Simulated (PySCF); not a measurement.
H₃NPb, SMILES [PbH][NH2] (connectivity only; charge and spin as stated), neutral, multiplicity 1.

Geometry optimised at B3LYP-D3(BJ)/def2-TZVP. The def2 effective core potentials stand for the cores of Pb; spin–orbit coupling is left out.

Level of theory: C-PCM-B3LYP/def2-SVP (PySCF).

The values are the electrostatic part of the solvation free energy, E(continuum) − E(gas) at the gas-phase geometry, in a cavity of scaled van der Waals radii (PySCF's table); cavitation and dispersion terms are not included. A continuum can't describe solvent molecules that bind to the metal. In vacuum the orbital gap is 4.34 eV. The dipole moment in vacuum is 1.14 D.

Task: Estimate the values in water (ε = 78.36), n-hexane (ε = 1.88), tetrahydrofuran (ε = 7.43). (An estimate is asked for; the answer gives what the named calculation found.)

Result: 
```csv
solvent,ε,ΔG(elec) (kcal/mol),dipole (D),gap (eV)
water,78.36,-3.7,1.80,4.62
n-hexane,1.88,-1.6,1.37,4.46
tetrahydrofuran,7.43,-3.2,1.68,4.58
```
